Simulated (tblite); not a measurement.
CH9O2PSi3 (charge -1 and doublet state).
Z-matrix (Å and degrees, GFN2-xTB geometry), rows numbered from 1:
```
O 
C   1  1.2162
O   2  1.2818  1  126.31
Si  3  1.7397  2  130.45  1  -161.64
P   4  2.3940  3  162.98  2   120.86
Si  5  2.1894  4  100.68  3    44.57
Si  5  2.1927  4  104.16  3   -59.08
H   2  1.1196  1  120.05  3  -179.64
H   4  1.4817  3   99.12  2   -20.64
H   4  1.4747  3   91.76  2  -131.38
H   6  1.4683  5  116.64  4   -32.66
H   6  1.4655  5  108.00  4    89.01
H   6  1.4697  5  110.36  4  -154.24
H   7  1.4667  5  108.16  4   -95.43
H   7  1.4700  5  116.05  4    25.60
H   7  1.4705  5  111.21  4   147.11
```

Method: GFN2-xTB as coded in tblite; computed harmonic values from a numerical Hessian at the method's own geometry, unscaled. This tight-binding method is rough: wavenumbers can miss measured ones by several per cent, in bad cases by 10 to 20. Modes of hydrogen on silicon can be 10 to 20 % off. One conformer, not necessarily the lowest. Open shells enter through the occupations alone, without spin polarisation, and single modes of such species can be off by tens of per cent.

Harmonic wavenumbers (cm⁻¹): 32.7, 42.9, 59.4, 65.0, 78.7, 102.7, 121.1, 138.9, 157.7, 214.9, 233.1, 308.5, 411.0, 469.2, 480.2, 500.8, 510.4, 561.9, 565.1, 657.9, 708.4, 762.9, 775.9, 782.2, 796.4, 798.0, 807.8, 819.3, 865.2, 912.6, 1198.6, 1435.0, 1726.2, 2043.6, 2114.0, 2146.8, 2159.5, 2168.3, 2181.1, 2200.8, 2212.6, 2616.6.

A = 1936, B = 498.9, C = 440.2 MHz; mass 167.965 u (most abundant isotopes); point group C1, symmetry number 1; spin multiplicity 2.

**Question.** Zero-point energy?

**Answer.** Half the sum of the wavenumbers: 18972 cm⁻¹ = 226.96 kJ/mol.

**Question.** Entropy at 298.15 K, 1 bar (ideal gas, RRHO, classical rotation)?

**Answer.** Translation 172.76, rotation 129.72, vibration 200.00, spin (R ln 2) 5.76: S = 508.2 J/(mol K).

**Question.** And Cp and H(298.15 K) − H(0)?

**Answer.** Cp = 198.02 J/(mol K), of which vibrations give 164.76 (their classical limit is 42 R = 349.2); H(298.15 K) − H(0) = 38.35 kJ/mol without the zero-point energy, 28.43 from vibrations.

**Question.** Blend soft modes into free rotors: weight 1/[1 + (100 cm⁻¹/ν̃)⁴] for the oscillator and the rest for a rotor with moment μB/(μ + B), μ = h/(8π²ν), B = 10⁻⁴⁴ kg m². What vibrational entropy results?

**Answer.** 175.03 J/(mol K) in place of 200.00, which changes −T·S at 298.15 K by +7.44 kJ/mol.

**Question.** How do the functions run with temperature in this model?

**Answer.** 
```csv
T (K),S (J/(mol K)),Cp (J/(mol K)),H − H(0) (kJ/mol),G − H(0) (kJ/mol),ln q(vib)
100,347.0,109.7,7.51,-27.19,4.00
200,437.6,156.9,20.84,-66.67,8.62
300,509.5,198.7,38.71,-114.13,12.66
500,625.1,253.7,84.44,-228.09,19.73
800,755.9,302.2,168.49,-436.20,28.56
1000,825.6,322.5,231.09,-594.53,33.59
```

q(vib) and H(0) count from the zero-point level.

Hindered rotation and anharmonicity are outside this model. Other conformers, if any are populated, would add a mixing term that is left out. The structure is chiral; the term R ln 2 for an equal mix with its mirror image is left out.

On one thread of an Arm Neoverse V1, shared host with 32 logical CPUs at a one-minute load of 8.6, this took 0.8 s. This covers the Hessian and the dipole derivatives.
